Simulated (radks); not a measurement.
Correlation energies from several functionals, in hartree. Species: Cs+ [Xe]; I2+ [Kr] 4d10 5s2 5p3; Sr [Kr] 5s2. Calculated with a radial shooting solver on a logarithmic mesh with Libxc functionals: non-relativistic Kohn-Sham, PBE, spin-polarised, spherical densities, point nucleus. Every spin shell is full or empty, so the densities are truly spherical. Functionals are evaluated on that one density, not self-consistently.

| functional | Cs+ | I2+ | Sr |
|---|---|---|---|
| PW92 | -5.2404 | -4.9535 | -3.4411 |
| PBE | -2.9490 | -2.7623 | -1.8487 |
| PBEsol | -3.3312 | -3.1253 | -2.1136 |
| LYP | -2.7713 | -2.6051 | -1.8350 |
| AM05 | -4.8891 | -4.6216 | -3.1806 |
| r2SCAN | -2.9562 | -2.7756 | -1.8716 |
| B95 | -3.6079 | -3.3841 | -2.2314 |
| Tao-Mo | -2.8514 | -2.6702 | -1.7687 |
